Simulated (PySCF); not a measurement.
Si(F)(Me)2(SH) (C2H7FSSi), SMILES C[Si](C)(F)S. The structure is a stationary point at PBE-D3(BJ)/def2-SVP. The structure was generated by enumeration, and PubChem lists no compound with its InChIKey, so it may never have been made. Other conformers were not sampled.

Computed equilibrium geometry at PBE-D3(BJ)/def2-SVP (PySCF confirms it by a frequency run) as bond lengths and angles (one conformer of several):
Atoms: C1 Si2 C3 F4 S5 H6 H7 H8 H9 H10 H11 H12. Bond lengths (Å): C1–Si2 1.872, C1–H6 1.109, C1–H7 1.108, C1–H8 1.110, Si2–C3 1.872, Si2–F4 1.646, Si2–S5 2.167, C3–H9 1.108, C3–H10 1.109, C3–H11 1.110, S5–H12 1.363. Bond angles (°): Si2–C1–H6 110.8, Si2–C1–H7 110.7, Si2–C1–H8 110.7, H6–C1–H7 108.0, H6–C1–H8 108.0, H7–C1–H8 108.6, C1–Si2–C3 112.5, C1–Si2–F4 108.3, C1–Si2–S5 111.9, C3–Si2–F4 108.3, C3–Si2–S5 111.8, F4–Si2–S5 103.5, Si2–C3–H9 110.7, Si2–C3–H10 110.8, Si2–C3–H11 110.7, H9–C3–H10 108.0, H9–C3–H11 108.6, H10–C3–H11 107.9, Si2–S5–H12 92.6.
